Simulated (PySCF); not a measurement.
Si(vinyl)3(OiPr), C9H16OSi.
SMILES: `CC(O[Si](C=C)(C=C)C=C)C`

The closed-shell ground state was solved at several levels (PySCF, density fitting, gas phase, non-relativistic). The structure is a single PBE0-D3(BJ)/def2-SVP conformer in the gas phase; no vibrational or solvent corrections.

| level | basis functions | HOMO (eV) | LUMO (eV) | gap (eV) | dipole (D) |
| --- | --- | --- | --- | --- | --- |
| PBE0/pcSseg-1 | 274 | -7.61 | -0.68 | 6.93 | 1.20 |
| B3LYP/pcSseg-1 | 274 | -7.35 | -0.86 | 6.49 | 1.18 |

Q: Estimate the row for B3LYP/def2-SVPD, a basis of 355 functions; the other rows only guide the guess.

A: HOMO -7.39 eV, LUMO -0.96 eV, gap 6.43 eV, dipole 1.14 D.

Q: Over all these levels, which gives the widest orbital gap and which the narrowest?

A: PBE0/pcSseg-1 (global hybrid, 25 % exact exchange) has the widest, 6.93 eV, and B3LYP/def2-SVPD (global hybrid, 20 % exact exchange) the narrowest, 6.43 eV. Functional and basis both differ between the two, so the spread mixes both effects.

Q: How far do the dipole and the HOMO energy spread over the levels?

A: The dipole runs from 1.14 to 1.20 D (mean 1.17 D) and the HOMO from -7.61 to -7.35 eV.
